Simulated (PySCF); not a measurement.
Compound: C₃H₇ClO₂Si.
Cartesian coordinates in Å at the PBE0-D3(BJ)/def2-SVP level; atoms count from 1:
```xyz
14
C3H7ClO2Si angstrom
Cl     3.103   -1.148    1.223
C      2.249    0.031    0.175
Si     0.598   -0.717   -0.302
O     -0.297    0.264   -1.327
C     -1.378    0.835   -0.611
C     -1.692   -0.103    0.563
O     -0.468   -0.671    0.989
H      2.883    0.232   -0.701
H      2.123    0.966    0.738
H      0.808   -2.061   -0.893
H     -1.096    1.839   -0.242
H     -2.244    0.952   -1.281
H     -2.158    0.437    1.402
H     -2.388   -0.902    0.245
```

Probes without a nucleus sit at each ring's centroid and 1 Å off its mean plane on both sides; NICS is minus the shielding there, NICSzz its component along the normal. Level: GIAO B97-2/pcSseg-2 (PySCF, non-relativistic, gas phase) on the PBE0-D3(BJ)/def2-SVP geometry, one conformer.

Ring bond lengths (Å): Si3–O4 1.677, O4–C5 1.416, C5–C6 1.535, C6–O7 1.415, O7–Si3 1.674.

Give the NICS values of each ring in ppm.

```csv
ring,type,NICS(0),"NICS(1), two faces","NICS(1)zz, two faces",rms pucker (Å),"centre to ring atoms, mean (Å)"
Si3–O4–C5–C6–O7,5-membered ring with 2 O and Si; formal bonds all single,-6.6,-2.1 / -2.1,-4.7 / -3.6,0.13,1.30
```

What can be read from them?

- Si3–O4–C5–C6–O7: mean NICS(1)zz -4.2 ppm, shielded. Si3, C5, C6 have four or more neighbours, so the value isn't read as a sign of a π ring current.

At the second NICS(1) probe listed for ring Si3–O4–C5–C6–O7, 1 Å off the ring, what do the in-plane components average?

The isotropic value is a third of the trace: (3 × -2.1 − (-3.6))/2 = -1.4 ppm.

List the ring angles.

- Si3–O4–C5–C6–O7: Si3 96.6°, O4 109.5°, C5 107.3°, C6 107.4°, O7 109.2°; sum 530.0° against 540° for a flat convex ring.

What are the shieldings of the ring atoms and their hydrogens in the same run (means over atoms taken as equivalent)?

```tsv
atoms	environment	σ isotropic (ppm)	principal values of the symmetric part, first atom (ppm)
Si3	oxygen-bound silicon	351.2	336.9, 352.4, 364.5
O4 (×2)	silyl ether oxygen	279.0	239.1, 264.5, 321.4
C5 (×2)	sp3 carbon bound to oxygen	114.5	85.0, 103.0, 155.2
H10	Si–H hydrogen	26.37	22.5, 24.9, 31.8
H11 (×2)	methylene hydrogen	27.49	23.2, 25.7, 33.8
H12 (×2)	methylene hydrogen	27.46	23.7, 25.7, 32.8
```

How do the values depend on the level or the medium?

```csv
level,"NICS(0), Si3–O4–C5–C6–O7","mean NICS(1)zz, Si3–O4–C5–C6–O7"
"B97-2/pcSseg-2, gas",-6.6,-4.2
"PBE0/pcSseg-1, gas",-7.3,-4.6
"PBE0/pcSseg-1, IEF-PCM acetonitrile",-7.2,-4.5
"PBE0/pcSseg-1, IEF-PCM benzene",-7.2,-4.5
```

The geometry is the same throughout; the continuum's cavity takes Bondi-type radii × 1.2.
